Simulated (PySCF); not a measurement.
PySCF input for C3H7ClOSi, SMILES O=CCC[SiH2]Cl, PBE-D3(BJ)/def2-SVP. The structure is a stationary point at PBE-D3(BJ)/def2-SVP. The structure was generated by enumeration, and PubChem lists no compound with its InChIKey, so it may never have been made. The values are those of a single conformer.

```python
import numpy as np
from pyscf import gto, scf, dft, df
from pyscf.hessian import thermo

mol = gto.M(
    atom='''
    O     1.42788368    1.35342190    1.27803719
    C     1.89546464    0.30839176    1.70141275
    C     1.47175373   -1.03919736    1.18283315
    C     0.70695092   -0.95420200   -0.14084087
    Si   -0.53387076    0.48886837   -0.29433899
    Cl   -2.03250306   -0.26198695   -1.58420841
    H     2.65391432    0.32053951    2.53611665
    H     0.83792534   -1.47652239    1.99259974
    H     2.35985566   -1.70827928    1.13953542
    H     0.13685054   -1.88698684   -0.32179368
    H     1.41752441   -0.85631759   -0.98922993
    H    -0.01345029    1.70680025   -0.98650471
    H    -1.23396237    0.79305758    0.99683743
    ''',
    basis='def2-SVP',
    charge=0,
    spin=0,
    max_memory=1600,
    verbose=3,
)
mf = dft.RKS(mol, xc='pbe').density_fit(auxbasis='def2-universal-jkfit')
mf.disp = 'd3bj'
mf.grids.level = 3
mf.conv_tol = 1e-11
mf.max_cycle = 100
mf.kernel()

# analytic Hessian; the response equations are solved on a coarser grid
h, args, fine = mf.Hessian(), (mf.mo_energy, mf.mo_coeff, mf.mo_occ), mf.grids
h.max_memory = max(150, 2.5e-5 * df.make_auxmol(mol, mf.with_df.auxbasis).nao * mol.nelec[0] * (mol.nelec[0] + mol.nao))  # MB; small integral blocks
h1ao = h.make_h1(mf.mo_coeff, mf.mo_occ)
mf.grids = dft.Grids(mol).set(level=1).build(with_non0tab=True)
mo1, mo_e1 = h.solve_mo1(*args, h1ao)
mf.grids = fine
hess = h.hess_elec(*args, mo1, mo_e1, h1ao) + h.hess_nuc()
if mf.do_disp():
    hess += h.get_dispersion()
for i in range(mol.natm):  # the analytic DFT Hessian lacks the response of the grid: restore translational invariance
    hess[i, i] -= hess[i].sum(axis=0)
hess = (hess + hess.transpose(1, 0, 3, 2)) / 2
vib = thermo.harmonic_analysis(mol, hess, imaginary_freq=False)
thermo.dump_normal_mode(mol, vib)
th = thermo.thermo(mf, vib['freq_au'][vib['freq_au'] > 0], 298.15, 101325)
thermo.dump_thermo(mol, th)
g0 = mf.nuc_grad_method().set(verbose=0).kernel()

# dipole derivatives [dipole axis, atom, xyz] from the same response
r, irp = mol.intor('int1e_r'), mol.intor('int1e_irp').reshape(3, 3, mol.nao, mol.nao)
sl, dm0, ok = mol.aoslice_by_atom(), np.array(mf.make_rdm1()), []
dmu = np.einsum('a,xt->xat', mol.atom_charges(), np.eye(3))
for a, (_, _, p0, p1) in enumerate(sl):
    dmu[:, a] += 2 * np.einsum('xtij,ij->xt', irp[:, :, :, p0:p1], dm0.reshape(-1, mol.nao, mol.nao).sum(0)[:, p0:p1])
    for u, c, occ, f in [(mo1, mf.mo_coeff, mf.mo_occ, 4)]:
        dmu[:, a] -= f * np.einsum('tui,xuv,vi->xt', u[a], r, c[:, occ > 0], optimize=True)
L = vib['norm_mode']
ir = 974.8801 * (np.einsum('xat,kat->kx', dmu, L) ** 2).sum(1)       # km/mol
apt = np.einsum('xax->a', dmu) / 3
print('mode   freq/cm-1   IR/(km/mol)')
for k, w in enumerate(vib['freq_wavenumber']):
    print(f'{k + 1:4d} {w:11.2f} {ir[k]:13.3f}')
print('max |gradient| / (hartree/bohr):', abs(g0).max())
print('APT charges:', apt.round(4))
```

Output:

```
converged SCF energy = -942.543708613808

WARN: DFTD3 does not support analytical Hessian, using finite difference


WARN: Mole.unit (angstrom) is changed to Bohr

Mode                                 0                   1                   2
Irrep
Freq [cm^-1]                       66.4886            108.4722            158.9448
Reduced mass [au]                   2.8386              6.1079              3.8532
Force const [Dyne/A]                0.0074              0.0423              0.0574
Char temp [K]                      95.6623            156.0673            228.6861
Normal mode                   x     y     z       x     y     z       x     y     z
       0   O                 0.09  0.01  0.01    0.13  0.03  0.03   -0.03  0.00 -0.10
       1   C                -0.05 -0.03  0.07    0.09 -0.00 -0.01   -0.03  0.04 -0.02
       2   C                -0.08  0.00  0.01   -0.02  0.02  0.02   -0.01  0.01  0.05
       3   C                 0.09  0.07 -0.08   -0.03  0.04  0.02    0.08 -0.03 -0.01
       4  Si                 0.01  0.00 -0.05   -0.09 -0.02  0.04    0.00 -0.09  0.05
       5  Cl                -0.04 -0.03  0.03    0.00 -0.01 -0.06   -0.01  0.06 -0.01
       6   H                -0.16 -0.09  0.17    0.15 -0.06 -0.05   -0.05  0.10 -0.00
       7   H                -0.20  0.03 -0.07   -0.05  0.09  0.03   -0.09  0.07  0.03
       8   H                -0.11 -0.05  0.10   -0.08 -0.05  0.02   -0.03 -0.02  0.15
       9   H                 0.18  0.05 -0.23    0.01  0.02  0.00    0.17 -0.07 -0.08
      10   H                 0.19  0.20  0.03   -0.03  0.07  0.03    0.14  0.06  0.05
      11   H                -0.04  0.03 -0.04   -0.12  0.05  0.14   -0.07 -0.00  0.15
      12   H                 0.07 -0.02 -0.01   -0.10 -0.11  0.06    0.02 -0.26  0.11
Mode                                 3                   4                   5
Irrep
Freq [cm^-1]                      168.0417            222.6496            317.1304
Reduced mass [au]                   6.5309              1.9813              3.4237
Force const [Dyne/A]                0.1087              0.0579              0.2029
Char temp [K]                     241.7745            320.3432            456.2800
Normal mode                   x     y     z       x     y     z       x     y     z
       0   O                 0.02  0.04  0.09    0.08  0.01 -0.08    0.04  0.10  0.06
       1   C                 0.03  0.03  0.05   -0.09 -0.00  0.08   -0.05  0.02 -0.02
       2   C                 0.07  0.03  0.02    0.06 -0.00 -0.03   -0.07  0.04 -0.08
       3   C                 0.03 -0.05  0.03   -0.03 -0.01  0.02   -0.06 -0.08 -0.08
       4  Si                 0.01 -0.07 -0.07   -0.02  0.00  0.02    0.03 -0.04  0.01
       5  Cl                -0.08  0.04 -0.02    0.01  0.00 -0.01    0.04  0.00  0.03
       6   H                 0.02  0.00  0.06   -0.35 -0.02  0.31   -0.09 -0.10  0.02
       7   H                 0.13 -0.02  0.03    0.24 -0.25 -0.03   -0.10  0.09 -0.08
       8   H                 0.11  0.08 -0.02    0.20  0.18 -0.18   -0.08  0.02  0.00
       9   H                 0.04 -0.07  0.11   -0.05 -0.00  0.07   -0.18 -0.03  0.07
      10   H                 0.01 -0.10  0.00   -0.10 -0.03 -0.04   -0.10 -0.25 -0.14
      11   H                 0.10 -0.12 -0.10   -0.04  0.01  0.02   -0.02  0.03  0.10
      12   H                 0.03  0.01 -0.08   -0.02  0.01  0.03    0.09 -0.19  0.08
Mode                                 6                   7                   8
Irrep
Freq [cm^-1]                      467.1304            518.0253            610.1199
Reduced mass [au]                   1.6472              4.1929              1.4005
Force const [Dyne/A]                0.2118              0.6629              0.3072
Char temp [K]                     672.0967            745.3231            877.8267
Normal mode                   x     y     z       x     y     z       x     y     z
       0   O                -0.01 -0.03 -0.01   -0.01 -0.04 -0.01   -0.02 -0.05 -0.01
       1   C                 0.02 -0.00  0.03    0.02 -0.00  0.02    0.04  0.00  0.04
       2   C                 0.03  0.00  0.02    0.02  0.01  0.02    0.07  0.06 -0.05
       3   C                 0.04  0.00 -0.00    0.01  0.03  0.02    0.03 -0.01 -0.04
       4  Si                 0.05  0.06  0.01   -0.07 -0.02 -0.10   -0.03 -0.00  0.02
       5  Cl                -0.05 -0.03 -0.03    0.06  0.03  0.06    0.01  0.00 -0.00
       6   H                -0.02  0.04  0.06    0.02  0.03  0.03   -0.23  0.02  0.28
       7   H                -0.04  0.06  0.00    0.02  0.01  0.02   -0.21  0.41 -0.07
       8   H                -0.01 -0.05  0.08    0.00 -0.02 -0.00   -0.16 -0.25  0.23
       9   H                -0.20  0.11  0.20   -0.06  0.05  0.12   -0.02 -0.02  0.17
      10   H                 0.01 -0.33 -0.06    0.01 -0.14 -0.00   -0.11 -0.12 -0.17
      11   H                -0.27  0.31  0.21   -0.24  0.16  0.09    0.08 -0.15 -0.15
[...]
       1   C                -0.03 -0.03 -0.04   -0.05 -0.05 -0.05   -0.01 -0.03 -0.02
       2   C                 0.09  0.11  0.11    0.02  0.02  0.03   -0.02  0.04 -0.06
       3   C                -0.01 -0.03 -0.03    0.00 -0.02 -0.01   -0.00 -0.00 -0.02
       4  Si                -0.00  0.00  0.00   -0.00 -0.00 -0.00    0.00 -0.00 -0.00
       5  Cl                 0.00  0.00  0.00    0.00  0.00  0.00   -0.00  0.00 -0.00
       6   H                -0.05 -0.20 -0.03   -0.10  0.73 -0.04   -0.04  0.40 -0.01
       7   H                -0.08 -0.31 -0.25   -0.23  0.22 -0.07    0.39 -0.37  0.07
       8   H                -0.28 -0.35 -0.24    0.08  0.15 -0.31   -0.20 -0.25  0.48
       9   H                -0.15  0.07 -0.12   -0.10  0.04  0.01   -0.10  0.02  0.22
      10   H                 0.06  0.04  0.05    0.05  0.08  0.05    0.11  0.18  0.10
      11   H                 0.01 -0.01 -0.01    0.01 -0.00  0.00   -0.01  0.01  0.01
      12   H                -0.00  0.00  0.00    0.00  0.00  0.00    0.01  0.01 -0.00
Mode                                24                  25                  26
Irrep
Freq [cm^-1]                     1384.5200           1763.5014           2177.6009
Reduced mass [au]                   1.1150             10.0483              1.0348
Force const [Dyne/A]                1.2593             18.4117              2.8912
Char temp [K]                    1992.0161           2537.2859           3133.0829
Normal mode                   x     y     z       x     y     z       x     y     z
       0   O                -0.01  0.01 -0.01   -0.06  0.13 -0.05    0.00 -0.00 -0.00
       1   C                 0.01  0.01  0.01    0.08 -0.20  0.07   -0.00  0.00 -0.00
       2   C                 0.01 -0.04  0.01   -0.00  0.01 -0.00   -0.00  0.00  0.00
       3   C                -0.02 -0.03 -0.07    0.00 -0.00  0.00    0.00 -0.00  0.00
       4  Si                 0.00 -0.00 -0.00   -0.00 -0.00 -0.00   -0.01  0.01  0.02
       5  Cl                 0.00 -0.00 -0.00    0.00  0.00  0.00    0.00  0.00  0.00
       6   H                 0.02 -0.22  0.02    0.05  0.10  0.07   -0.00 -0.00  0.00
       7   H                -0.12  0.12 -0.02   -0.02  0.04  0.01   -0.00  0.00 -0.00
       8   H                 0.11  0.09 -0.09    0.04  0.06 -0.00    0.00 -0.00 -0.00
       9   H                -0.26  0.01  0.58   -0.02  0.01 -0.02   -0.00  0.00  0.00
      10   H                 0.29  0.47  0.27   -0.01 -0.00 -0.01   -0.00  0.01  0.00
      11   H                -0.01  0.00  0.00    0.00 -0.00  0.02   -0.10 -0.21  0.13
      12   H                 0.01  0.00  0.01    0.01  0.01 -0.00    0.44 -0.19 -0.81
Mode                                27                  28                  29
Irrep
Freq [cm^-1]                     2210.8120           2848.7828           2940.0190
Reduced mass [au]                   1.0496              1.0870              1.0687
Force const [Dyne/A]                3.0225              5.1973              5.4428
Char temp [K]                    3180.8662           4098.7641           4230.0328
Normal mode                   x     y     z       x     y     z       x     y     z
       0   O                -0.00  0.00 -0.00    0.00 -0.00  0.00   -0.00  0.00 -0.00
       1   C                 0.00 -0.00  0.00    0.05  0.01  0.06    0.00 -0.00  0.01
       2   C                 0.00 -0.00 -0.00   -0.00  0.00 -0.00   -0.02 -0.05  0.05
       3   C                -0.00  0.00  0.00   -0.00  0.00 -0.00    0.00  0.00 -0.00
       4  Si                -0.02 -0.03  0.02   -0.00 -0.00 -0.00   -0.00  0.00  0.00
       5  Cl                -0.00 -0.00 -0.00    0.00  0.00  0.00    0.00 -0.00  0.00
       6   H                -0.00  0.00  0.00   -0.64 -0.03 -0.70   -0.05 -0.01 -0.05
       7   H                -0.00  0.00 -0.00   -0.03 -0.02  0.04    0.52  0.35 -0.64
       8   H                 0.00  0.00  0.00    0.05 -0.03 -0.00   -0.28  0.20  0.03
       9   H                 0.00 -0.00  0.00   -0.00 -0.00  0.00   -0.01 -0.02 -0.00
      10   H                -0.00 -0.00  0.00    0.00  0.00 -0.00   -0.02 -0.00  0.02
      11   H                 0.33  0.77 -0.43    0.00 -0.00  0.00    0.00 -0.00  0.00
      12   H                 0.12 -0.06 -0.22    0.00 -0.00 -0.00    0.00 -0.00 -0.00
Mode                                30                  31                  32
Irrep
Freq [cm^-1]                     2989.4662           2999.7592           3059.3454
Reduced mass [au]                   1.0785              1.0791              1.1008
Force const [Dyne/A]                5.6789              5.7213              6.0705
Char temp [K]                    4301.1762           4315.9856           4401.7169
Normal mode                   x     y     z       x     y     z       x     y     z
       0   O                 0.00  0.00 -0.00    0.00  0.00 -0.00   -0.00  0.00 -0.00
       1   C                 0.00 -0.00  0.00    0.00  0.00  0.00    0.00  0.00  0.00
       2   C                 0.05 -0.02 -0.02    0.05 -0.02 -0.02   -0.00 -0.00  0.00
       3   C                -0.02  0.02  0.04    0.01 -0.02 -0.04   -0.06 -0.06  0.02
       4  Si                -0.00 -0.00  0.00   -0.00  0.00 -0.00   -0.00 -0.00  0.00
       5  Cl                -0.00 -0.00 -0.00    0.00  0.00  0.00   -0.00  0.00 -0.00
       6   H                -0.02 -0.00 -0.01   -0.02 -0.00 -0.02   -0.00  0.00  0.00
       7   H                -0.13 -0.10  0.16   -0.13 -0.10  0.17    0.03  0.02 -0.03
       8   H                -0.51  0.39  0.03   -0.49  0.37  0.03    0.01 -0.01 -0.00
       9   H                -0.18 -0.27 -0.04    0.20  0.31  0.05    0.42  0.69  0.13
      10   H                 0.38  0.06 -0.44   -0.38 -0.06  0.45    0.31  0.03 -0.36
      11   H                 0.00  0.00 -0.00   -0.00 -0.00  0.00    0.00  0.00 -0.00
      12   H                 0.00 -0.00 -0.00   -0.00  0.00  0.00    0.00 -0.00 -0.00
temperature 298.1500 [K]
pressure 101325.00 [Pa]
Rotational constants [GHz] 5.87794 1.09213 0.95481
Symmetry number 1
Zero-point energy (ZPE) 0.09123 [Eh]   239535.368 [J/mol]
                           tot       elec      trans        rot        vib
Entropy [J/mol/K]       369.468      0.000    168.724    118.625     82.119
Cv [J/mol/K]            114.439      0.000     12.472     12.472     89.496
Cp [J/mol/K]            122.754      0.000     20.786     12.472     89.496
Internal energy [J/mol]                      3718.434   3718.434 252822.907
Internal energy [Eh]   -942.44458  -942.54371
Enthalpy [J/mol]                             6197.391   3718.434 252822.907
Enthalpy [Eh]          -942.44364
Gibbs free energy [J/mol]                  -44107.553 -31649.537 228339.024
Gibbs free energy [Eh] -942.48559
mode   freq/cm-1   IR/(km/mol)
   1       66.49         6.705
   2      108.47        12.602
   3      158.94         2.872
   4      168.04         7.354
   5      222.65         2.966
   6      317.13        16.798
   7      467.13        39.223
   8      518.03        82.610
   9      610.12        20.349
  10      644.64        23.028
  11      735.50         6.524
  12      772.85         9.845
  13      788.18        18.683
  14      845.26       213.187
  15      868.13        10.419
  16      897.12       123.865
  17      967.27         7.048
  18     1016.25         5.807
  19     1120.55         0.500
  20     1149.13        34.192
  21     1226.53         0.571
  22     1300.94        20.275
  23     1346.56         7.480
  24     1357.46        10.220
  25     1384.52         9.703
  26     1763.50       120.248
  27     2177.60        83.445
  28     2210.81        94.079
  29     2848.78       128.554
  30     2940.02        17.656
  31     2989.47         8.809
  32     2999.76         6.290
  33     3059.35         1.392
max |gradient| / (hartree/bohr): 5.7104563524726314e-05
APT charges: [-6.2490e-01  6.7050e-01 -5.0500e-02 -2.7090e-01  1.4086e+00 -5.6560e-01
 -7.8100e-02  2.6400e-02 -8.6000e-03  2.0700e-02  8.0000e-04 -2.5970e-01
 -2.6880e-01]
```

Self-consistency was reached.

Cost: about 3 core-minutes (a rough figure).
